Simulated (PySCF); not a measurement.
B3LYP has the VWN-RPA correlation part, as in Gaussian. 

# H6BSi2, SMILES `[SiH3][B][SiH3]` (charge 0, multiplicity 2)

These are PySCF 2.14.0 with B3LYP-D3(BJ)/def2-TZVP // M06-2X/def2-TZVP values and carry that method's errors.

```json
{
 "highest_occupied_spin_orbital": "-5.37 eV",
 "dipole_moment": "0.20 D",
 "total_energy": "-607.4165 Ha",
 "cost": "around 2.2 core-minutes (rough)"
}
```

Bonded distances (Å): Si1–B2 1.964, Si1–H4 1.484, Si1–H5 1.481, Si1–H6 1.481, B2–Si3 1.964, Si3–H7 1.481, Si3–H8 1.481, Si3–H9 1.484. Angles (°): B2–Si1–H4 103.4, B2–Si1–H5 114.0, B2–Si1–H6 113.8, H4–Si1–H5 108.8, H4–Si1–H6 108.8, H5–Si1–H6 107.9, Si1–B2–Si3 173.7, B2–Si3–H7 113.8, B2–Si3–H8 114.0, B2–Si3–H9 103.4, H7–Si3–H8 107.9, H7–Si3–H9 108.8, H8–Si3–H9 108.8.
Charge 0, spin multiplicity 2.
